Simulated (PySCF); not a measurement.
## How methods differ on the ionisation energy of P⁺

P⁺ [Ne] 3s2 3p2 (3P) → P²⁺ [Ne] 3s2 3p1 (2P), as a difference of total energies. Computed with PySCF 2.14 in aug-cc-pVDZ-DK (5s4p2d, 27 functions), with the spin-free X2C one-electron Hamiltonian (Gaussian nucleus). Correlated levels: valence: [Ne] frozen. The calculations carry no spin-orbit coupling.

| method | ionisation energy (eV) | difference from reference (eV) |
| --- | --- | --- |
| UHF | 19.160 | -0.609 |
| r2SCAN | 19.935 | +0.166 |
| LDA | 19.819 | +0.050 |
| MP2 (valence) | 19.478 | -0.291 |
| SCS-MP2 (valence) | 19.399 | -0.370 |
| CCSD (valence) | 19.509 | -0.260 |
| CCSD(T) (valence) | 19.521 | -0.248 |

Reference: 19.769 eV (semi-empirical (NIST evaluation); NIST Atomic Spectra Database, ionization energies).

The reference lies between the lowest fine-structure levels, while these numbers refer to the centres of the terms.

Errors of the correlated levels include the incompleteness of this basis and the frozen core.
